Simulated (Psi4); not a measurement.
H5PSi, charge -1, doublet (typed; the unrestricted solution is spin-contaminated), at a GFN2-xTB geometry (a state made from the parent by changing its charge; the spin is typed, not shown lowest) (a gas-phase anion, which may not be bound at this level), with bond 4-1 at 2.0 times its length; Psi4 with CAM-B3LYP/cc-pVTZ.

Here is a job for Psi4.
```
memory 2 GB

molecule {
-1 2
  Si   -1.11909809   -0.11289752    0.02233081
  P     1.15602004    0.15282726   -0.13415520
  H    -2.29260709   -0.93582205   -0.46776480
  H    -1.99536453    2.62276742   -0.64176567
  H    -1.35069510   -0.26986853    1.48176156
  H     1.36139732   -1.18560754    0.15803934
  H     2.16620900    0.42451950    0.83737793
}

set basis cc-pvtz
set reference uks
set guess modhuckel

energy('cam-b3lyp')
print_variables()
```

Output, abridged:

```
   => Loading Basis Set <=

    Name: CC-PVTZ
    Role: ORBITAL
    Keyword: BASIS

         ---------------------------------------------------------
                                   SCF
               by Justin Turney, Rob Parrish, Andy Simmonett
                          and Daniel G. A. Smith
                              UKS Reference
         ---------------------------------------------------------

  ==> Geometry <==

    Molecular point group: c1
    Full point group: C1

    Geometry (in Angstrom), charge = -1, multiplicity = 2:

       Center              X                  Y                   Z               Mass
    ------------   -----------------  -----------------  -----------------  -----------------
         SI          -1.156131875268    -0.147844199159     0.055964187378    27.976926534650
         P            1.118986254732     0.117880580841    -0.100521822622    30.973761998420
         H           -2.329640875268    -0.970768729159    -0.434131422622     1.007825032230
         H           -2.032398315268     2.587820740841    -0.608132292622     1.007825032230
         H           -1.387728885268    -0.304815209159     1.515394937378     1.007825032230
         H            1.324363534732    -1.220554219159     0.191672717378     1.007825032230
         H            2.129175214732     0.389572820841     0.871011307378     1.007825032230

  Running in c1 symmetry.

  Rotational constants: A =      1.19554  B =      0.17206  C =      0.16019 [cm^-1]
  Rotational constants: A =  35841.25816  B =   5158.09619  C =   4802.39647 [MHz]
  Nuclear repulsion =   85.344933894595925

  Charge       = -1
  Multiplicity = 2
  Electrons    = 35
  Nalpha       = 18
  Nbeta        = 17

  ==> Algorithm <==

  SCF Algorithm Type is DF.
  DIIS enabled.
  MOM disabled.
  Fractional occupation disabled.
  Guess Type is MODHUCKEL.
  Energy threshold   = 1.00e-06
  Density threshold  = 1.00e-06
  Integral threshold = 1.00e-12

  ==> Primary Basis <==

  Basis Set: CC-PVTZ
    Blend: CC-PVTZ
    Number of shells: 54
    Number of basis functions: 138
    Number of Cartesian functions: 153
    Spherical Harmonics?: true
    Max angular momentum: 3

  ==> DFT Potential <==

   => LibXC <=

    Version 7.1.2
    S. Lehtola, C. Steigemann, M. J. T. Oliveira, and M. A. L. Marques,  SoftwareX 7, 1–5 (2018) (10.1016/j.softx.2017.11.002)

   => Composite Functional: CAM-B3LYP <=

    CAM-B3LYP Hyb-GGA Exchange-Correlation Functional

[...]
      Ntotal   =   35.0000215664 ; deviation = 2.157e-05

   @Spin Contamination Metric:   1.601673419E-01
   @S^2 Expected:                7.500000000E-01
   @S^2 Observed:                9.101673419E-01
   @S   Expected:                5.000000000E-01
   @S   Observed:                5.000000000E-01

    Orbital Energies [Eh]
    ---------------------

    Alpha Occupied:

[...]
    Alpha Virtual:

[...]
    Beta Occupied:

[...]
    Beta Virtual:

[...]
     138A      5.714360

    Final Occupation by Irrep:
              A
    DOCC [    17 ]
    SOCC [     1 ]
    NA   [    18 ]
    NB   [    17 ]

  @DF-UKS Final Energy:  -633.72229970254989

   => Energetics <=

    Nuclear Repulsion Energy =             85.3449338945959255
    One-Electron Energy =               -1052.1762763715194069
    Two-Electron Energy =                 367.9488000182131486
    DFT Exchange-Correlation Energy =     -34.8397572438394150
    Empirical Dispersion Energy =           0.0000000000000000
    VV10 Nonlocal Energy =                  0.0000000000000000
    Total Energy =                       -633.7222997025496625

  UHF NO Occupations:
  HONO-2 :   16  A 1.9981071
  HONO-1 :   17  A 1.9199627
  HONO-0 :   18  A 1.0000000
  LUNO+0 :   19  A 0.0800373
  LUNO+1 :   20  A 0.0018929
  LUNO+2 :   21  A 0.0008712
  LUNO+3 :   22  A 0.0003033

Computation Completed

Properties will be evaluated at   0.000000,   0.000000,   0.000000 [a0]

Properties computed using the SCF density matrix

 Multipole Moments:

 ------------------------------------------------------------------------------------
     Multipole            Electronic (a.u.)      Nuclear  (a.u.)        Total (a.u.)
 ------------------------------------------------------------------------------------

 L = 1.  Multiply by 2.5417464519 to convert [e a0] to [Debye]
 Dipole X            :          4.7953762           -3.2073977            1.5879785
 Dipole Y            :         -2.2514978            0.3394805           -1.9120174
 Dipole Z            :         -0.9871923            1.5334873            0.5462950
 Magnitude           :                                                    2.5447838

 ------------------------------------------------------------------------------------

  Variable Map:
  ----------------------------------------------------------------------------
[...]
  Array Variable Map:
  ----------------------------------------------------------------------------
[...]
[...]
```
